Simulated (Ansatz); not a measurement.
Species: GeBr, charge 0, multiplicity 2. SMILES: [Ge][Br]
Geometry: optimised at B3LYP-D3(BJ)/def2-TZVP (Ansatz, an electronic-structure program).

Property: vertical electron affinity (to the triplet state of charge -1; a negative value means that the extra electron is unbound and the number depends on the basis; each state is the SCF solution reached for its spin), in eV. Cores are frozen in the correlated levels unless marked. Open shells are spin-unrestricted. No spin-orbit coupling. Frozen are the shells of the preceding noble gas and the d and f shells that filled before the atom's block. Non-relativistic. Anions need diffuse functions: aug- sets have them; def2-D sets add few. CBS marks a two-point X^-3 extrapolation of the correlation energy; Hartree-Fock from the larger set.

```tsv
level	program	vertical electron affinity (eV)
SVWN5/def2-TZVPD	Ansatz	(withheld)
PBE/def2-TZVPD	Ansatz	1.23
B3LYP/def2-TZVPD	Ansatz	1.24
PBE0/def2-TZVPD	Ansatz	1.33
BHLYP/def2-TZVPD	Ansatz	1.20
CAM-B3LYP/def2-TZVPD	Ansatz	1.29
wB97M-V/def2-TZVPD	Ansatz	1.23
wB97X-V/def2-TZVPD	Ansatz	(withheld)
wB97X/def2-TZVPD	Ansatz	1.20
CCSD/aug-cc-pVDZ	Ansatz	(withheld)
CCSD/def2-SVPD	Ansatz	(withheld)
CCSD/aug-cc-pVTZ	Ansatz	1.34
CCSD/def2-QZVPPD	Ansatz	1.32
CCSD(T)/CBS(aug-cc-pVTZ,aug-cc-pVQZ)	Ansatz	1.42
```

### Question
Some entries are withheld; supply them.

### Answer

- SVWN5/def2-TZVPD, vertical electron affinity (eV): 1.35
- wB97X-V/def2-TZVPD, vertical electron affinity (eV): 1.21
- CCSD/aug-cc-pVDZ, vertical electron affinity (eV): 1.27
- CCSD/def2-SVPD, vertical electron affinity (eV): 1.13
